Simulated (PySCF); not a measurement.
## Correlation energy of C⁺ (carbon, charge +1)

[He] 2s2 2p1, 2P determinant. Calculation: PySCF 2.14, in aug-cc-pVDZ; no relativity, point nucleus. Frozen: 1s2; 3 electrons correlated.

MP2 pair energies summed by pair of shells (mhartree):

```csv
pair,energy,share (%)
2s-2s,-25.78,61.9
2s-2p,-15.87,38.1
```

Total MP2 correlation energy: -41.65 mhartree.

Same-spin part -2.42 and opposite-spin part -39.23 mhartree; SCS-MP2 scales them by 1/3 and 6/5 to -47.89 mhartree.

```csv
level,correlation energy (mhartree)
CCSD,-67.26
(T),-0.69
CCSD(T),-67.95
```

Diagnostics: T1 = 0.0091, D1 = 0.0176, largest double amplitude 0.134.

Problem. Is a single reference adequate?

Solution. Mostly. T1 lies below 0.03, but a double amplitude of this size points to a near-degeneracy that CCSD handles and MP2 describes poorly.
